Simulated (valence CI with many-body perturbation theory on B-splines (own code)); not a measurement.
**As20+: electric-dipole lines**

Method: relativistic CI+MBPT: three valence electrons over a frozen Dirac-Fock core [Ne], radial functions for each j: 11 s, 11 p, 10 d, 8 f, 5 g, 2 h, with the one-electron correlation potential Σ1 (screened to all orders), the two-electron term Σ2, the three-electron term Σ3, Breit, model QED; selected single and double excitations, second order for the rest, scaled by the run's own slope (own B-spline code, finite nucleus).

No measured spectrum was set against this ion. As an estimate, levels of excited configurations hold to 0.05 to 0.15 % of their energy, terms of the ground configuration to about 0.5 %.

Lines 201 to 250 of 583 in falling wavelength, among levels below 29.924 Ry, chosen from the strongest by gf and those to the six lowest levels. Wavelengths and rates use the calculated energies, so an error of 400 cm⁻¹ moves a line at 17.86 nm by 0.071 % and its rate by three times that or more. Electric multipoles are in the length gauge with retardation, E1 and E2 with the static RPA response of the core. Weak lines are less certain than strong ones. Lines between different terms over intervals too small for the method are left out, as are lines whose strength nearly cancels. The highest levels of a list are the least certain.

Names give the largest LS component (configuration and term), which can be under half, so a name can repeat, a term be missing and a line seem to break the LS rules; names also repeat where a configuration has a term twice. Letters in brackets count levels of one name in rising energy.

```tsv
λ vac (nm)	Upper	Lower	A (s⁻¹)	log gf	Branch %
17.86	3d³ ²D_3/2 [b]	3p3d² ²P°_1/2 [c]	3.13e+10	-0.22	27.0
17.85	3s3p3d ²P°_1/2 [b]	3s²3d ²D_3/2	4.42e+10	-0.37	38.7
17.84	3p²3d ²F_5/2 [b]	3s3p3d ²D°_3/2 [a]	1.53e+10	-0.36	14.9
17.82	3s3p² ²S_1/2	3s²3p ²P°_3/2	4.03e+10	-0.42	83.9
17.82	3s3p² ²P_1/2	3s²3p ²P°_1/2	4.86e+10	-0.33	99.4
17.73	3s3p3d ²D°_5/2 [b]	3s²3d ²D_5/2	3.68e+10	0.02	29.6
17.69	3s3p3d ²P°_3/2 [b]	3s²3d ²D_5/2	2.61e+10	-0.31	22.9
17.66	3s3d² ²D_3/2	3s3p3d ²F°_5/2 [b]	1.54e+10	-0.54	13.5
17.65	3d³ ²F_5/2	3p3d² ²F°_5/2 [d]	5.44e+09	-0.82	5.5
17.64	3s3p3d ²D°_3/2 [b]	3s²3d ²D_3/2	1.13e+10	-0.68	10.4
17.64	3d³ ²F_7/2	3p3d² ²G°_9/2 [c]	1.01e+10	-0.42	10.4
17.61	3s3p3d ⁴P°_5/2	3s3p² ²D_3/2	2.10e+08	-2.23	0.5
17.61	3d³ ²D_5/2 [a]	3p3d² ²D°_5/2 [a]	3.55e+10	0.00	30.0
17.61	3d³ ⁴F_5/2	3p3d² ²P°_3/2 [a]	6.46e+09	-0.74	5.6
17.58	3s3d² ²G_7/2	3s3p3d ²F°_5/2 [b]	5.59e+10	0.32	85.4
17.55	3p²3d ²D_5/2 [b]	3s3p3d ²F°_5/2 [a]	5.41e+09	-0.82	11.1
17.53	3p3d² ²F°_7/2 [a]	3p²3d ⁴P_5/2	1.54e+10	-0.25	31.6
17.52	3s3d² ²D_3/2	3s3p3d ²P°_1/2 [a]	8.66e+09	-0.80	7.6
17.46	3s3d² ²D_5/2	3s3p3d ²F°_7/2 [b]	8.92e+09	-0.61	8.0
17.46	3s3p² ²P_3/2	3s²3p ²P°_3/2	5.72e+10	0.02	76.5
17.45	3s3p3d ⁴D°_3/2	3s3p² ²D_3/2	2.61e+09	-1.32	4.5
17.44	3p²3d ²P_3/2 [b]	3s3p3d ²D°_3/2 [a]	9.58e+09	-0.76	14.8
17.43	3s3p3d ²P°_3/2 [b]	3s²3d ²D_3/2	3.01e+10	-0.26	26.4
17.42	3d³ ²D_3/2 [a]	3p3d² ²D°_3/2 [c]	1.89e+10	-0.46	15.0
17.40	3p3d² ²F°_5/2 [d]	3p²3d ²D_3/2 [b]	5.36e+10	0.16	55.5
17.40	3d³ ²G_7/2	3p3d² ²F°_5/2 [c]	1.89e+10	-0.16	20.1
17.40	3d³ ⁴F_3/2	3p3d² ⁴D°_1/2 [c]	1.76e+10	-0.49	14.8
17.37	3p²3d ²F_7/2 [a]	3p³ ²D°_5/2	5.95e+09	-0.67	35.3
17.36	3s3d² ²G_9/2	3s3p3d ²F°_7/2 [b]	6.08e+10	0.44	90.5
17.35	3d³ ²H_9/2	3p3d² ²F°_7/2 [b]	3.18e+09	-0.84	4.2
17.35	3p3d² ²G°_9/2 [a]	3p²3d ²G_9/2	3.30e+09	-0.83	6.9
17.28	3p3d² ²P°_1/2 [a]	3p²3d ²S_1/2	2.25e+10	-0.70	20.2
17.27	3p³ ⁴S°_3/2	3s3p² ⁴P_1/2	9.61e+09	-0.76	19.2
17.25	3p3d² ²D°_3/2 [d]	3s3d² ²D_3/2	1.19e+10	-0.67	8.4
17.25	3p3d² ²D°_5/2 [b]	3s3d² ²D_5/2	8.66e+09	-0.64	6.6
17.19	3d³ ⁴F_7/2	3p3d² ⁴D°_5/2 [b]	2.49e+10	-0.05	22.5
17.17	3p3d² ⁴D°_7/2 [a]	3p²3d ²D_5/2 [a]	5.55e+09	-0.71	9.1
17.16	3s3p3d ⁴F°_5/2	3s3p² ⁴P_5/2	8.25e+08	-1.66	33.8
17.16	3d³ ⁴P_3/2	3p3d² ⁴S°_3/2	1.98e+10	-0.46	14.9
17.14	3d³ ⁴F_5/2	3p3d² ⁴D°_3/2	1.89e+10	-0.30	16.4
17.11	3d³ ²D_5/2 [a]	3p3d² ²D°_3/2 [c]	1.21e+10	-0.50	10.2
17.10	3s3p3d ²P°_3/2 [a]	3s3p² ²P_3/2	1.14e+10	-0.70	12.3
17.07	3d³ ²D_5/2 [b]	3p3d² ²D°_5/2 [b]	1.80e+10	-0.33	15.1
17.06	3d³ ²D_5/2 [b]	3p3d² ²D°_3/2 [d]	5.24e+09	-0.86	4.4
17.05	3p²3d ²D_5/2 [a]	3p³ ²P°_3/2	1.20e+10	-0.50	13.9
17.04	3p²3d ²P_3/2 [a]	3p³ ²D°_5/2	1.67e+10	-0.54	41.9
17.03	3p²3d ²F_7/2 [b]	3s3p3d ²D°_5/2 [a]	1.44e+10	-0.30	14.0
17.02	3d³ ⁴F_9/2	3p3d² ⁴D°_7/2 [b]	4.08e+10	0.25	38.3
17.02	3s3d² ²F_5/2	3s3p3d ²P°_3/2 [b]	1.77e+10	-0.34	13.5
17.01	3d³ ²D_3/2 [b]	3p3d² ²D°_3/2 [d]	8.89e+09	-0.81	7.7
```

Task: How does gf follow from A for the line at 17.55 nm?

Result: gf = 1.4992 × (2J+1)_upper × A / σ², with σ = 569776 cm⁻¹ and 2J+1 = 6: gf = 0.150.
